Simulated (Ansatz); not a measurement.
Start from `[CH3][Al]([SiH3])[Br]` and change one atom or group to get `[CH3][Al]([Cl])[Br]`.

Ansatz, PBE0-D4/def2-TZVP geometries, multiplicity 1. 

Scalar relativity is left out up to krypton. Spin–orbit coupling is left out; it splits and shifts lone-pair levels of the heavy atoms by tenths of an eV.

| property | `[CH3][Al]([SiH3])[Br]` |
| --- | --- |
| HOMO energy (PBE/def2-TZVPP) / eV | -6.38 |
| HOMO–LUMO gap (B3LYP/def2-TZVPP) / eV | 5.43 |
| size of the dipole moment (B3LYP/def2-TZVPP) / D | 1.74 |
| HOMO–LUMO gap (ωB97M-V/def2-TZVPP) / eV | 9.48 |
| size of the dipole moment (PBE/def2-TZVPP) / D | 1.70 |
| size of the dipole moment (ωB97M-V/def2-TZVPP) / D | 1.78 |

**Question.** What does the change do to each property? (Estimate.)

**Answer.** Computed: 
```csv
property,`[CH3][Al]([Cl])[Br]`,shift
HOMO energy (PBE/def2-TZVPP) / eV,-7.24,-0.86
HOMO–LUMO gap (B3LYP/def2-TZVPP) / eV,7.05,1.62
size of the dipole moment (B3LYP/def2-TZVPP) / D,1.96,0.22
HOMO–LUMO gap (ωB97M-V/def2-TZVPP) / eV,11.39,1.91
size of the dipole moment (PBE/def2-TZVPP) / D,1.93,0.23
size of the dipole moment (ωB97M-V/def2-TZVPP) / D,1.98,0.20
```

With PBE0 the HOMO falls by 1.04 eV and the LUMO rises by 0.68 eV, so the gap widens by about 1.72 eV. PBE moves the HOMO by -0.86 eV and ωB97M-V by -1.23 eV. Dipoles are sizes alone; their direction can turn.

B3LYP here is the variant with VWN-RPA as its local correlation; programs differ in this.
